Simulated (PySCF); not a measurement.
**Electron correlation in Ca+ (calcium, charge +1)**

[Ar] 4s1, 2S determinant. All numbers are calculated (PySCF 2.14, scalar relativity by spin-free X2C-1e, in aug-cc-pwCVTZ-X2C with one added diffuse shell each of s, p, d, f type (10s9p7d4f, 100 functions)). Frozen: [Ne]; 9 electrons correlated.

| level | correlation energy (mhartree) |
| --- | --- |
| CCSD | -241.57 |
| (T) | -5.73 |
| CCSD(T) | -247.30 |

Diagnostics: T1 = 0.0097, D1 = 0.0408, largest double amplitude 0.015.

Cost of the coupled-cluster step: roughly 30 core-seconds, for 9 correlated electrons.
